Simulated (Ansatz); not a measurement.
Reactions of `[SiH3]O[Si]O[SiH3]`.

Computed with Ansatz on PBE0-D4/def2-TZVP structures; ΔE is electronic, products minus reactants. CCSD(T)/CBS is the MP2 limit (def2-TZVPP, def2-QZVPP) plus CCSD(T) − MP2 in def2-TZVPP, frozen cores. This one scheme is used for every species. Elements past krypton have def2 core potentials. For Br, In outer-core shells are correlated without core-valence functions, which leaves a few kJ/mol of doubt a bond. Scalar relativity is left out up to krypton. One conformer a species, not always the lowest.

**Question.** Order these by ΔE at CCSD(T)/CBS, lowest first. (An estimate is asked.)
A. `[SiH3]O[Si]O[SiH3]` + `CC[Si]O` → `CC[Si]O[SiH3]` + `O[Si]O[SiH3]`
B. `[SiH3]O[Si]O[SiH3]` + `B1CN1` → `[SiH3]N1BC1` + `O[Si]O[SiH3]`
C. `[SiH3]O[Si]O[SiH3]` + H–F → `F[Si]O[SiH3]` + `O[SiH3]`
D. `[SiH3]O[Si]O[SiH3]` → `O[Si]O[SiH3]` + `[SiH2]`
E. `[SiH3]O[Si]O[SiH3]` + `[NH2][In]([OH])[SH]` → `[NH2][In]([SH])[O][SiH3]` + `O[Si]O[SiH3]`
F. `[SiH3]O[Si]O[SiH3]` + `[F][Al]([F])[Br]` → `[SiH3]O[Si]Br` + `[F][Al]([F])[O][SiH3]`
G. `[SiH3]O[Si]O[SiH3]` + H₂ → `[SiH]O[SiH3]` + `O[SiH3]`

**Answer.** C (-0.26 eV), E (-0.14 eV), A (+0.01 eV), F (+0.13 eV), B (+0.24 eV), G (+1.66 eV), D (+3.43 eV).

Largest T1 diagnostic: 0.015, for `[NH2][In]([OH])[SH]`.
